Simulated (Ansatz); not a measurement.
Program: Ansatz. Geometries: PBE0-D4/def2-TZVP. ΔE: electronic, gas phase. CBS: MP2 limit from def2 TZ/QZ plus the TZ coupled-cluster correction, frozen cores. This one scheme is used for every species. def2 core potentials past Kr. For Br, Sn outer-core shells are correlated without core-valence functions, which leaves a few kJ/mol of doubt a bond. Scalar relativity is left out up to krypton. One conformer a species, not always the lowest.

Reaction (ligand exchange at the Sn–F bond): `C=[CH][SnH2][F]` + HBr → `C=[CH][SnH2][Br]` + H–F

| species | CCSD(T)/CBS(def2) energy (Eh) |
| --- | --- |
| `C=[CH][SnH2][F]` | -392.92056 |
| HBr | -2573.91920 |
| `C=[CH][SnH2][Br]` | -2866.46631 |
| H–F | -100.39570 |

(1) Work out ΔE.

Largest T1 diagnostic among the species: 0.013.

Results:

(1) ΔE = (-2866.46631) + (-100.39570) − (-392.92056) − (-2573.91920) = -0.02225 Eh = -58.4 kJ/mol.

At CCSD(T), def2-SVP lies +15.2 kJ/mol from the extrapolated value and def2-TZVPP +5.9 kJ/mol. From PBE to PBE0 (25 % exact exchange), in def2-TZVPP and without D4, ΔE moves by −9.0 kJ/mol. The D4 term adds −7.7 kJ/mol with B3LYP and −4.2 kJ/mol with PBE0; it sums over pairs of atoms, weighted by their polarisabilities, and B3LYP, whose exchange is more repulsive, gets the larger term.

B3LYP here is the variant with VWN-RPA as its local correlation; programs differ in this.
